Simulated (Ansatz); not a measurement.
Two isomers of C4H3F7: A = `FC(F)C(F)(F)CC(F)(F)F`, B = `FCC(F)(F)C(F)(F)C(F)F`.

Program: Ansatz. Geometries: PBE0-D4/def2-TZVP. ΔE: electronic, gas phase. CBS: MP2 limit from def2 TZ/QZ plus the TZ coupled-cluster correction, frozen cores. Functionals use def2-TZVPP. B3LYP here is the variant with VWN-RPA as its local correlation; programs differ in this. Each species was taken in one conformer, which may not be the lowest.

A:

```xyz
14

F     0.992    1.642   -1.161
C     0.878    0.316   -1.388
F     0.929    0.104   -2.712
C    -0.480   -0.165   -0.857
F    -0.524   -1.505   -1.030
F    -1.449    0.376   -1.629
C    -0.798    0.204    0.579
C     0.116   -0.350    1.646
F     1.384    0.063    1.488
F    -0.290    0.071    2.847
F     0.134   -1.682    1.670
H     1.709   -0.207   -0.908
H    -1.807   -0.157    0.787
H    -0.794    1.290    0.667
```

B:

```xyz
14

F     1.289   -2.241    1.305
C     0.873   -0.950    1.136
C    -0.243   -0.937    0.109
F    -1.245   -1.727    0.531
F     0.199   -1.434   -1.073
C    -0.839    0.463   -0.180
F    -1.059    1.091    0.990
F    -2.017    0.301   -0.805
C     0.025    1.352   -1.087
F     1.230    1.551   -0.511
F    -0.580    2.541   -1.219
H     1.712   -0.343    0.792
H     0.492   -0.563    2.083
H     0.163    0.897   -2.071
```

(1) Which is lower in electronic energy at CCSD(T)/CBS, and by how much? (Estimate.)

(2) Give E(B) − E(A) in kcal/mol with HF/def2-TZVPP, B3LYP, LDA (SPW92), CCSD/def2-TZVPP, BLYP-D4, B2PLYP, ωB97M-V. (Estimate.)

(3) Does the order hold for the free energy at 298.15 K (harmonic terms from PBE0-D4)? (Estimate.)

Largest T1 diagnostic: 0.012.

## Answers

(1) The calculation gave: A, by 20.0 kcal/mol.

(2) Ansatz gave: HF/def2-TZVPP 20.7, B3LYP 19.3, LDA (SPW92) 21.6, CCSD/def2-TZVPP 20.4, BLYP-D4 18.3, B2PLYP 20.1, ωB97M-V 20.4. None reverses the order clearly.

(3) The calculation gave: Yes: G(B) − G(A) = +19.9 kcal/mol, for one conformer each. Modes under 60 cm⁻¹, often nearly free rotors, make the harmonic entropy too high.

Leaving LDA and LC-ωPBE aside and taking each functional with its dispersion term where it has one, the values, not all of them listed here, spread over 3.3 kcal/mol, from BLYP-D4 to PBE-QIDH. LDA lies +1.7 kcal/mol from PBE without D4. At CCSD(T), def2-SVP lies +2.6 kcal/mol from the extrapolated value and def2-TZVPP +0.4 kcal/mol.
